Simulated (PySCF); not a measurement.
# Rh: interval between two levels

Rh [Kr] 4d8 5s1 [4F9/2, M_J = 9/2] → Rh [Kr] 4d8 5p1 [4G11/2, M_J = 11/2], as a difference of total energies. Calculation: PySCF 2.14, in x2c-TZVPall-2c; the two-component X2C-1e Hamiltonian. Correlated levels: [Ar] 3d10 frozen; the 6 highest virtual spinors dropped. "Screened" scales the spin-orbit matrix elements by Boettger's factors to mimic the two-electron term; Breit and QED terms are absent.

| method | interval between two levels (cm⁻¹) |
| --- | --- |
| GHF (spin-free) | 24246 |
| GMP2 (spin-free) | 28444 |
| GHF (screened spin-orbit) | 24455 |
| GMP2 (screened spin-orbit) | 28708 |

The labels give the starting determinants; with spin-orbit coupling the two ends relaxed to ⟨J²⟩ = 24.76, ⟨L²⟩ = 12.05, ⟨S²⟩ = 3.75 and ⟨J²⟩ = 35.81, ⟨L²⟩ = 20.10, ⟨S²⟩ = 3.77.
